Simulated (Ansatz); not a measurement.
Basis sets compared for Hg10Te10. The state is a singlet with charge 0. Geometry PBE-D4/def2-SVP. Ansatz on 5 threads of AMD EPYC 7R13 on a shared host and a share (37 GiB) of an NVIDIA H100 80GB HBM3; times are rough, and most runs start from earlier orbitals.

```tsv
atom	x (Å)	y (Å)	z (Å)
Hg1	0.1361	1.7267	3.9290
Hg2	-3.2885	-2.1759	-1.3303
Hg3	0.1002	-2.1827	-2.9081
Hg4	-0.9627	3.0845	0.4638
Hg5	2.0764	1.4927	-1.4435
Hg6	-1.3486	0.9671	-2.6956
Hg7	-2.5497	0.2314	1.4509
Hg8	-0.5519	-2.8566	0.7103
Hg9	3.2255	0.7805	2.1064
Hg10	2.9030	-2.0123	-0.5776
Te11	-2.5696	-1.8160	-3.8821
Te12	-3.1640	2.0804	-1.0120
Te13	-2.3609	2.5040	3.1671
Te14	1.1310	0.4064	-3.8411
Te15	-3.4387	-2.5273	1.3552
Te16	1.2839	-4.1445	-1.2620
Te17	1.7567	3.4782	0.4604
Te18	2.6344	1.1253	4.7381
Te19	4.5970	0.0867	-0.2448
Te20	0.3904	-0.2487	0.8160
```

In the def2 sets Hg, Te take a core potential; there is no spin–orbit coupling. Single mean-field runs in def2-SVP, def2-TZVP are fitted with def2-universal-jkfit.

Binding counts from free atoms (Hg singlet, Te triplet) in the same basis, without a counterpoise term.

```json
{"level": "PBE-D4/def2-SVP", "functions": "580", "energy (Eh)": "-4216.1350", "HOMO (eV)": "-5.00", "LUMO (eV)": "-3.83", "binding per atom (eV)": "1.34", "wall time": "8 s"}
{"level": "PBE0-D4/def2-SVP", "functions": "580", "energy (Eh)": "-4215.9074", "HOMO (eV)": "-5.91", "LUMO (eV)": "-3.40", "binding per atom (eV)": "1.29", "wall time": "8 s"}
```

**Question.** Estimate the rows for PBE-D4/def2-TZVP (with forces), PBE0-D4/def2-TZVP.

**Answer.** 
```
                         level  functions  energy (Eh)  HOMO (eV)  LUMO (eV)  binding per atom (eV)  wall time
PBE-D4/def2-TZVP (with forces)        930   -4216.3590      -5.00      -3.77                   1.45       11 s
             PBE0-D4/def2-TZVP        930   -4216.1268      -5.83      -3.29                   1.40       20 s
```
